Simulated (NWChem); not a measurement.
## Ionisation of C$_{2}$H$_{2}$Cl

```xyz
5

C      1.6920    -0.3352     0.0000
C      0.4360    -0.7015     0.0000
Cl    -0.8935     0.4359     0.0000
H      2.3171     0.5543     0.0000
H      0.1032    -1.7442     0.0000
```
Charge 0, spin multiplicity 2.

Program: NWChem. The geometry was optimised at UPBE0/def2-SVP, a minimum by its harmonic frequencies.

Basis set: def2-TZVP. The species with one electron less has spin multiplicity 1 and keeps the geometry of the parent. Δ marks differences of total energies (open shells unrestricted). −ε marks an orbital energy of the parent. That orbital need not have the symmetry of the hole or added electron in the Δ rows. That singlet is a closed-shell solution.

The correlated methods keep 7 core orbitals frozen. B3LYP has NWChem's definition, with VWN1-RPA local correlation. The structure started from a generated list of species. The unpaired electrons of the parent sit in orbitals of symmetry a' (Cs labels of the run); other states weren't searched. No SCF solution was tested for a lower state.

Task: Order these methods by the first vertical ionisation energy they give, lowest first: G0W0@PBE, −ε(alpha HOMO) of B3LYP, G0W0@PBE0, −ε(alpha HOMO) of BHandHLYP, ΔB2PLYP.

Result: −ε(alpha HOMO) of B3LYP (7.36 eV), −ε(alpha HOMO) of BHandHLYP (8.97 eV), G0W0@PBE (9.20 eV), G0W0@PBE0 (9.81 eV), ΔB2PLYP (9.98 eV)
